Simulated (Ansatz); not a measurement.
Isolated molecules relaxed with PBE0-D4/def2-TZVP in Ansatz; ΔE leaves out vibrations. CCSD(T)/CBS is the MP2 limit (def2-TZVPP, def2-QZVPP) plus CCSD(T) − MP2 in def2-TZVPP, frozen cores. This one scheme is used for every species. Functionals use def2-TZVPP. For Ge outer-core shells are correlated without core-valence functions, which leaves a few kJ/mol of doubt a bond. Scalar relativity is left out up to krypton. Each species was taken in one conformer, which may not be the lowest.

`NC(=O)[SiH3]` + `[OH][GeH2][SH]` → `[SiH3][O][GeH2][SH]` + `NC=O`  (ligand exchange at the Si–C bond)

(1) Is it downhill or uphill in electronic energy at CCSD(T)/CBS, and by how much? (Best estimate.)

(2) What do these levels give: ωB97M-V, CCSD(T)/def2-TZVPP, HF/def2-QZVPP, HF/CBS(def2), MP2/CBS(def2), CCSD/CBS(def2)? (Estimate.)

Largest T1 diagnostic among the species: 0.016.

Results:

(1) The calculation gave: Downhill: ΔE = -28.3 kcal/mol.

(2) The calculation gave: ωB97M-V -28.0, CCSD(T)/def2-TZVPP -28.7, HF/def2-QZVPP -34.2, HF/CBS(def2) -34.2, MP2/CBS(def2) -29.2, CCSD/CBS(def2) -29.2 kcal/mol.

The D4 term adds −0.8 kcal/mol with B3LYP and −0.5 kcal/mol with PBE0; it sums over pairs of atoms, weighted by their polarisabilities, and B3LYP, whose exchange is more repulsive, gets the larger term. From PBE to PBE0 (25 % exact exchange), in def2-TZVPP and without D4, ΔE moves by −2.5 kcal/mol. In def2-TZVPP, CCSD(T) changes the Hartree–Fock value by +5.2 kcal/mol (the triples alone add +0.9 kcal/mol) and MP2 by +4.3 kcal/mol.

B3LYP here is the variant with VWN-RPA as its local correlation; programs differ in this.
